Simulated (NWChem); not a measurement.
Molecule: SiHClF$_{2}$; SMILES F[SiH](F)Cl

Computed with NWChem. Coordinates come from a B3LYP/6-31G* (spherical d) optimisation. Level r2SCAN/def2-SVP: energy and gradient on several grids; changes count from the extra-fine grid, which is no exact limit either.

Task: Which is the coarsest grid (xfine; coarse; xcoarse; medium; fine) from which on the energy stays within 50 μHa and each gradient component within 100 μHa/bohr of xfine?

Result: medium.
```csv
grid,size of the energy change (μHa),largest change of a gradient component (μHa/bohr),"time, medium = 1 (rough)"
xcoarse,6000,2000,about 1
coarse,400,500,about 1
medium,< 10,50,about 1
fine,20,50,about 1
xfine,< 10,< 30,2
```
